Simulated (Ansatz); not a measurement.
Consider the redistribution: `O[Si](O)(F)[SeH]` + `[OH][Hf]([F])([F])[F]` → `O[Si](O)(O)F` + `[F][Hf]([F])([F])[SeH]`.

Gas-phase electronic energies from Ansatz, PBE0-D4/def2-TZVP geometries. CBS: MP2 limit from def2 TZ/QZ plus the TZ coupled-cluster correction, frozen cores. Functionals use def2-TZVPP. B3LYP here is the variant with VWN-RPA as its local correlation; programs differ in this. Elements past krypton have def2 core potentials. For Hf, Se outer-core shells are correlated without core-valence functions, which leaves a few kJ/mol of doubt a bond. Scalar relativity is left out up to krypton. Each species was taken in one conformer, which may not be the lowest.

| level | ΔE (kcal/mol) |
| --- | --- |
| BLYP-D4 | -2.3 |
| PBE0 | -4.5 |
| B3LYP | -4.7 |
| RPA@PBE/def2-TZVPP | -6.2 |

Q: What does CCSD(T)/CBS give? (Estimate.)

A: The calculation gave: -4.8 kcal/mol. The listed levels differ from it by 2.5, 0.3, 0.1, -1.4 kcal/mol.

Largest T1 diagnostic among the species: 0.016.

From r2SCAN to r2SCAN0 (25 % exact exchange), in def2-TZVPP and without D4, ΔE moves by −0.9 kcal/mol. Leaving LDA and LC-ωPBE aside and taking each functional with its dispersion term where it has one, the values, not all of them listed here, spread over 4.0 kcal/mol, from r2SCAN0-D4 to revPBE-D4.
